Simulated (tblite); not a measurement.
A geometry optimisation, step by step.

C₃H₆F₄Si.
SMILES with atom numbers: `[F:1][C@@H:2]([CH2:3][SiH3:4])[C:5]([F:6])([F:7])[F:8]` (hydrogens: H9 on C2; H10, H11 on C3; H12, H13, H14 on Si4)

Computed with GFN2-xTB (tblite), gas phase: L-BFGS steps from a force-field or distance-geometry start until the largest atomic force falls under 0.01 eV/Å. 9 of its 115 geometries are shown.

Step 0: E = -820.0647 eV, largest atomic force 1.844 eV/Å
```
atom  x, y, z in Å  |  force x, y, z in eV/Å
F1     -0.239    1.227    1.163   -0.358   0.233  -0.520
C2     -0.559    0.539   -0.006    1.122  -0.779   1.239
C3      0.337   -0.680   -0.028   -0.485  -0.971  -1.490
Si4     2.138   -0.167   -0.046    1.415   0.228   0.122
C5     -2.023    0.210    0.062   -1.045   0.529  -0.149
F6     -2.393   -0.477   -1.070   -0.003   0.619   1.328
F7     -2.373   -0.510    1.168    0.076   0.891  -1.465
F8     -2.695    1.432    0.051    0.090  -1.777   0.146
H9     -0.364    1.164   -0.871   -0.062   0.383  -0.044
H10     0.154   -1.200   -1.010   -0.071   0.230   0.918
H11     0.143   -1.404    0.770   -0.297   0.395  -0.108
H12     2.908   -1.161    0.727   -0.173   0.173  -0.113
H13     2.307    1.184    0.497   -0.031  -0.142   0.001
H14     2.657   -0.157   -1.429   -0.179  -0.014   0.134
```

Step 14: E = -820.3773 eV, largest atomic force 0.081 eV/Å
```
atom  x, y, z in Å  |  force x, y, z in eV/Å
F1     -0.242    1.260    1.142   -0.029   0.042   0.004
C2     -0.525    0.549    0.000   -0.035   0.000   0.030
C3      0.350   -0.686   -0.075   -0.049   0.005  -0.001
Si4     2.203   -0.191   -0.055    0.067   0.029   0.007
C5     -2.027    0.228    0.048   -0.025  -0.031  -0.005
F6     -2.401   -0.472   -1.035    0.033   0.019  -0.040
F7     -2.371   -0.501    1.112    0.046   0.001   0.017
F8     -2.782    1.335    0.067    0.059  -0.056  -0.005
H9     -0.360    1.229   -0.845   -0.014  -0.005  -0.010
H10     0.097   -1.236   -0.980   -0.015   0.020   0.023
H11     0.116   -1.329    0.773   -0.027   0.021   0.014
H12     2.943   -1.165    0.741   -0.024  -0.066  -0.028
H13     2.337    1.138    0.527    0.012   0.047   0.030
H14     2.661   -0.160   -1.444    0.000  -0.026  -0.036
```

Step 28: E = -820.3898 eV, largest atomic force 0.050 eV/Å
```
atom  x, y, z in Å  |  force x, y, z in eV/Å
F1     -0.281    1.337    1.128   -0.008  -0.020  -0.007
C2     -0.534    0.594    0.001    0.027  -0.019  -0.009
C3      0.346   -0.637   -0.046    0.048  -0.009   0.010
Si4     2.214   -0.201   -0.057    0.009   0.002  -0.004
C5     -2.018    0.208    0.037   -0.022   0.010   0.011
F6     -2.351   -0.488   -1.063    0.007   0.019  -0.011
F7     -2.325   -0.559    1.085   -0.001  -0.015   0.013
F8     -2.826    1.271    0.077   -0.024   0.032  -0.010
H9     -0.378    1.262   -0.856   -0.020  -0.017  -0.028
H10     0.080   -1.209   -0.934   -0.009  -0.003   0.039
H11     0.111   -1.252    0.824   -0.012  -0.001  -0.009
H12     2.911   -1.255    0.677   -0.005   0.006  -0.004
H13     2.399    1.107    0.561    0.023  -0.014   0.009
H14     2.650   -0.178   -1.455   -0.014   0.031   0.000
```

Step 43: E = -820.3967 eV, largest atomic force 0.096 eV/Å
```
atom  x, y, z in Å  |  force x, y, z in eV/Å
F1     -0.300    1.399    1.070   -0.004  -0.022   0.014
C2     -0.542    0.594   -0.016    0.016   0.012  -0.011
C3      0.354   -0.627    0.006   -0.007   0.033   0.020
Si4     2.224   -0.196   -0.055   -0.094  -0.021   0.001
C5     -2.027    0.199    0.022    0.055   0.029  -0.030
F6     -2.351   -0.460   -1.104   -0.015  -0.017   0.013
F7     -2.336   -0.605    1.044    0.018   0.050  -0.032
F8     -2.834    1.261    0.090   -0.031  -0.008   0.022
H9     -0.395    1.219   -0.907    0.007  -0.045   0.005
H10     0.080   -1.254   -0.843    0.024  -0.005   0.041
H11     0.128   -1.190    0.914    0.016   0.011  -0.025
H12     2.904   -1.322    0.574    0.063  -0.057  -0.004
H13     2.514    1.046    0.649   -0.062   0.025   0.036
H14     2.582   -0.065   -1.466    0.014   0.014  -0.050
```

Step 57: E = -820.4115 eV, largest atomic force 0.058 eV/Å
```
atom  x, y, z in Å  |  force x, y, z in eV/Å
F1     -0.306    1.463    0.970    0.050  -0.005   0.008
C2     -0.531    0.574   -0.053   -0.033  -0.004   0.019
C3      0.357   -0.643    0.089    0.000   0.000  -0.011
Si4     2.211   -0.197   -0.054    0.045   0.029   0.002
C5     -2.021    0.206   -0.010   -0.045   0.012  -0.024
F6     -2.372   -0.421   -1.145    0.009  -0.057  -0.006
F7     -2.337   -0.613    0.997    0.029   0.017  -0.013
F8     -2.810    1.278    0.093   -0.005   0.018   0.000
H9     -0.360    1.122   -0.990    0.005  -0.022   0.011
H10     0.079   -1.366   -0.678   -0.034   0.021  -0.012
H11     0.149   -1.102    1.056    0.002  -0.002   0.010
H12     2.967   -1.386    0.331   -0.009  -0.014  -0.001
H13     2.499    0.931    0.825    0.005  -0.001   0.010
H14     2.473    0.153   -1.452   -0.019   0.009   0.007
```

Step 71: E = -820.4157 eV, largest atomic force 0.071 eV/Å
```
atom  x, y, z in Å  |  force x, y, z in eV/Å
F1     -0.286    1.468    0.957   -0.017  -0.008  -0.026
C2     -0.526    0.575   -0.060    0.040   0.006   0.008
C3      0.352   -0.649    0.091    0.028   0.020   0.022
Si4     2.204   -0.191   -0.051   -0.007  -0.071  -0.001
C5     -2.014    0.209   -0.016    0.015  -0.011   0.023
F6     -2.345   -0.486   -1.118   -0.021   0.003   0.034
F7     -2.325   -0.554    1.035   -0.040  -0.022   0.001
F8     -2.815    1.277    0.025   -0.001   0.014  -0.038
H9     -0.342    1.110   -1.001   -0.028  -0.002   0.016
H10     0.062   -1.375   -0.667    0.019   0.013  -0.032
H11     0.148   -1.101    1.062   -0.017   0.014   0.011
H12     2.959   -1.403    0.259   -0.003   0.007  -0.030
H13     2.511    0.876    0.893    0.003   0.029   0.013
H14     2.417    0.244   -1.433    0.029   0.008  -0.002
```

Step 86: E = -820.4211 eV, largest atomic force 0.028 eV/Å
```
atom  x, y, z in Å  |  force x, y, z in eV/Å
F1     -0.286    1.471    0.946   -0.006   0.003  -0.002
C2     -0.529    0.570   -0.062    0.009  -0.005  -0.001
C3      0.355   -0.650    0.087    0.001  -0.004  -0.001
Si4     2.209   -0.192   -0.040   -0.011   0.022  -0.013
C5     -2.019    0.208   -0.008    0.010   0.005   0.006
F6     -2.332   -0.606   -1.030   -0.009  -0.005   0.003
F7     -2.361   -0.427    1.114    0.003  -0.020   0.013
F8     -2.812    1.278   -0.114   -0.010   0.015  -0.003
H9     -0.358    1.101   -1.008    0.008  -0.009  -0.005
H10     0.081   -1.364   -0.689    0.003   0.002  -0.002
H11     0.139   -1.117    1.049   -0.001   0.014  -0.006
H12     2.966   -1.430    0.128   -0.009  -0.006   0.013
H13     2.537    0.794    0.985   -0.004  -0.020   0.001
H14     2.409    0.362   -1.381    0.015   0.008  -0.001
```

Step 100: E = -820.4220 eV, largest atomic force 0.014 eV/Å
```
atom  x, y, z in Å  |  force x, y, z in eV/Å
F1     -0.288    1.482    0.924    0.007   0.008  -0.005
C2     -0.531    0.571   -0.075   -0.008   0.005   0.000
C3      0.356   -0.644    0.083   -0.003   0.008  -0.002
Si4     2.211   -0.191   -0.039    0.004   0.002  -0.009
C5     -2.019    0.205   -0.006   -0.001  -0.003   0.002
F6     -2.341   -0.621   -1.015    0.001   0.001  -0.003
F7     -2.349   -0.421    1.126    0.001   0.005   0.001
F8     -2.816    1.272   -0.117   -0.004  -0.002   0.009
H9     -0.366    1.095   -1.026    0.002  -0.012  -0.003
H10     0.081   -1.368   -0.683    0.005   0.003  -0.006
H11     0.143   -1.099    1.052   -0.008  -0.010  -0.001
H12     2.948   -1.444    0.104    0.005   0.005   0.001
H13     2.543    0.761    1.013    0.001   0.000   0.014
H14     2.429    0.401   -1.362   -0.003  -0.009   0.001
```

Step 114: E = -820.4234 eV, largest atomic force 0.008 eV/Å
```
atom  x, y, z in Å  |  force x, y, z in eV/Å
F1     -0.252    1.505    0.850    0.000  -0.002   0.000
C2     -0.532    0.565   -0.113   -0.001  -0.002  -0.001
C3      0.354   -0.651    0.049   -0.001  -0.001   0.002
Si4     2.210   -0.186   -0.013   -0.008   0.001   0.002
C5     -2.019    0.209    0.017    0.001   0.000  -0.001
F6     -2.378   -0.645   -0.956    0.001  -0.001  -0.003
F7     -2.313   -0.381    1.178    0.002   0.001   0.002
F8     -2.816    1.276   -0.097    0.000   0.001   0.002
H9     -0.395    1.058   -1.084    0.000   0.000  -0.001
H10     0.103   -1.360   -0.739    0.001   0.002   0.002
H11     0.119   -1.126    1.002   -0.002  -0.001   0.000
H12     2.951   -1.439    0.103    0.002  -0.004  -0.001
H13     2.511    0.723    1.087    0.003   0.002   0.000
H14     2.456    0.451   -1.308    0.002   0.002  -0.002
```

**Question.** Summarise the path.

**Answer.** The energy falls by 8.27 kcal/mol from step 0 to step 114; nine tenths of that is first reached at step 24. It falls at every step. The largest force goes from 1.844 to 0.008 eV/Å. Among the bonds C5–F8 changes most, from 1.394 to 1.337 Å; the atoms move by 0.388 Å rms after alignment.

**Question.** Follow the three bonds and two angles with the largest change from start to end.

**Answer.** 
```tsv
step	E above end (kcal/mol)	largest force (eV/Å)	C5–F8 (Å)	C3–Si4 (Å)	C3–H10 (Å)	C2–C5–F8 (°)	C2–C3–H11 (°)
0	8.27	1.844	1.394	1.873	1.126	106.1	114.7
5	1.50	0.220	1.339	1.915	1.090	111.2	109.6
10	1.20	0.104	1.336	1.928	1.088	111.4	109.2
15	1.04	0.085	1.339	1.919	1.090	112.3	108.3
20	0.91	0.072	1.336	1.924	1.089	112.3	107.7
25	0.81	0.064	1.337	1.918	1.089	112.3	107.9
30	0.76	0.055	1.337	1.916	1.089	113.0	107.9
35	0.72	0.062	1.336	1.920	1.089	113.1	108.1
40	0.66	0.070	1.336	1.917	1.090	112.6	107.9
45	0.53	0.165	1.334	1.922	1.092	112.2	108.1
50	0.38	0.080	1.336	1.915	1.089	112.3	108.0
55	0.30	0.084	1.336	1.915	1.090	112.5	108.1
59	0.26	0.047	1.335	1.913	1.089	112.5	108.0
64	0.24	0.042	1.336	1.914	1.089	112.7	108.2
69	0.21	0.048	1.335	1.913	1.090	113.0	108.2
74	0.15	0.046	1.336	1.910	1.089	112.9	108.6
79	0.09	0.054	1.336	1.914	1.090	112.6	107.8
84	0.06	0.025	1.336	1.913	1.090	112.7	108.4
89	0.05	0.025	1.337	1.914	1.089	112.6	108.4
94	0.04	0.015	1.337	1.914	1.089	112.6	108.4
99	0.03	0.026	1.337	1.913	1.089	112.6	108.3
104	0.03	0.034	1.337	1.914	1.089	112.6	108.3
109	0.01	0.025	1.337	1.914	1.089	112.8	108.4
114	0.00	0.008	1.337	1.914	1.089	112.6	108.5
```

What follows is the cost of the whole relaxation. Hardware: one thread, Arm Neoverse N1 (aarch64), shared host. Cost: 1.1 s of wall time.
